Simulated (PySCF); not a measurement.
A PySCF script (with the pyscf-properties extension) for the NMR shieldings of SMILES FBCO[C@]12C[C@H]1C2, C5H8BFO, on a GFN2-xTB geometry:

```python
import basis_set_exchange as bse
import numpy as np
from pyscf import gto, dft
from pyscf.prop import nmr

atoms = """
F     4.035650   -0.700044    0.104806
B     2.987763   -0.259898   -0.554329
C     1.587109   -0.327739    0.178674
O     0.523158    0.184293   -0.628594
C    -0.693712    0.144696   -0.005098
C    -1.781191   -0.890368    0.002258
C    -2.067113    0.537862   -0.371994
C    -1.417131    1.157353    0.834492
H     3.158394    0.154293   -1.635486
H     1.361191   -1.367679    0.465521
H     1.632422    0.234498    1.125554
H    -1.775938   -1.621998   -0.795396
H    -2.149016   -1.270915    0.949760
H    -2.545663    0.968227   -1.223224
H    -1.097437    2.188448    0.753803
H    -1.766086    0.877915    1.823436
"""
names = dict.fromkeys(["F", "B", "C", "O", "H"], "pcSseg-1")
basis = {el: gto.basis.parse(bse.get_basis(n, elements=[el], fmt="nwchem")) for el, n in names.items()}
mol = gto.M(atom=atoms, basis=basis, charge=0, verbose=0)
mf = dft.RKS(mol, xc="PBE0")
mf.grids.level = 2
mf.grids.alignment = dft.numint.BLKSIZE   # the property module wants whole blocks of grid points
mf.conv_tol = 1e-9
mf.kernel()

calc = nmr.RKS(mf)   # GIAO
C = mf.mo_coeff
Co = C[:, mf.mo_occ > 0]
resp = mf.gen_response(singlet=True, hermi=2)
def vind(x):   # induced exchange potential for any number of trial vectors
    d = np.einsum("pi,xij,qj->xpq", C, 2 * x.reshape(-1, C.shape[1], Co.shape[1]), Co, optimize=True)
    return np.einsum("xpq,pi,qj->xij", resp(d - d.transpose(0, 2, 1)), C, Co, optimize=True).ravel()
mo1, _ = nmr.rhf.solve_mo1(calc, with_cphf=vind)
sigma = calc.kernel(mo1)
for i, s in enumerate(sigma):   # ppm
    w = np.linalg.eigvalsh((s + s.T) / 2)
    print("%2d %-2s iso %8.1f  s11 %8.1f  s22 %8.1f  s33 %8.1f" % (i, mol.atom_pure_symbol(i), w.mean(), *w))
```

Question: Give the expected output.

Answer: 
```
 0 F  iso    187.0  s11     -7.2  s22     58.7  s33    509.6
 1 B  iso     42.6  s11    -20.8  s22     61.1  s33     87.4
 2 C  iso    113.8  s11     86.7  s22     92.7  s33    162.1
 3 O  iso    315.6  s11    269.9  s22    305.0  s33    371.8
 4 C  iso    128.1  s11     94.6  s22    108.0  s33    181.8
 5 C  iso    153.5  s11    138.3  s22    144.3  s33    177.8
 6 C  iso    178.4  s11    154.1  s22    188.7  s33    192.5
 7 C  iso    153.5  s11    138.2  s22    144.3  s33    177.9
 8 H  iso     25.9  s11     23.7  s22     24.9  s33     29.2
 9 H  iso     27.9  s11     23.8  s22     26.7  s33     33.3
10 H  iso     27.9  s11     23.8  s22     26.7  s33     33.3
11 H  iso     30.1  s11     25.6  s22     26.1  s33     38.5
12 H  iso     31.2  s11     26.3  s22     27.9  s33     39.4
13 H  iso     29.4  s11     24.2  s22     26.9  s33     37.1
14 H  iso     30.1  s11     25.6  s22     26.1  s33     38.5
15 H  iso     31.2  s11     26.3  s22     27.9  s33     39.4
```

These numbers come from an equivalent density-fitted implementation of the same equations, which agrees with the script to about 0.01 ppm for H and up to a few tenths of a ppm for heavy atoms, so last digits may differ.

Size and cost of the density-fitted run: 176 basis functions, 80 s wall time (62 s CPU) on 1 thread of an Intel Xeon, shared host; peak memory 0.78 GiB.
